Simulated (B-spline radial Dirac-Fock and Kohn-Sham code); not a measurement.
## Conversion-electron coefficients: Tm, 1280 keV

Z = 69 (thulium), transition energy 1280 keV. Model: a Dirac-Hartree-Slater potential of the neutral atom with a Latter tail (no hole, which puts coefficients of high multipoles low close above an edge), finite nucleus with surface currents. Program: a radial atomic solver. Subshells that would emit electrons below 1 keV are left out, and so is internal pair formation.

| subshell | electron energy (keV) | E2 | E5 | M2 | M3 | M5 |
| --- | --- | --- | --- | --- | --- | --- |
| K | 1220.61 | 0.00182 | 0.0117 | 0.00732 | 0.0135 | 0.0398 |
| L1 | 1269.88 | 0.000235 | 0.00179 | 0.00102 | 0.00198 | 0.00649 |
| L2 | 1270.38 | 2.52e-05 | 0.000904 | 7.76e-05 | 0.000207 | 0.00111 |
| L3 | 1271.35 | 1.03e-05 | 0.000152 | 1.07e-05 | 4.61e-05 | 0.000605 |
| M1 | 1277.69 | 5.14e-05 | 0.000403 | 0.000226 | 0.000442 | 0.00148 |
| M2 | 1277.91 | 6.18e-06 | 0.000226 | 1.92e-05 | 5.12e-05 | 0.000278 |
| M3 | 1278.12 | 2.58e-06 | 3.89e-05 | 2.70e-06 | 1.18e-05 | 0.000158 |
| M4 | 1278.48 | 1.09e-08 | 8.34e-07 | 1.62e-08 | 1.02e-07 | 2.03e-06 |
| M5 | 1278.53 | 1.25e-08 | 1.92e-07 | 1.04e-08 | 2.10e-08 | 4.41e-07 |
| total |  | 0.00217 | 0.0154 | 0.00874 | 0.0164 | 0.0505 |

Question: For a pure E5 transition, what fraction of decays emits a photon?

Answer: 1/(1 + α) = 0.985 with the total α = 0.0154; the total includes the outer subshells that are not listed, and pair formation is not counted.

Values without a named source are computed, but for edge energies of neutral atoms, which are taken from tables.
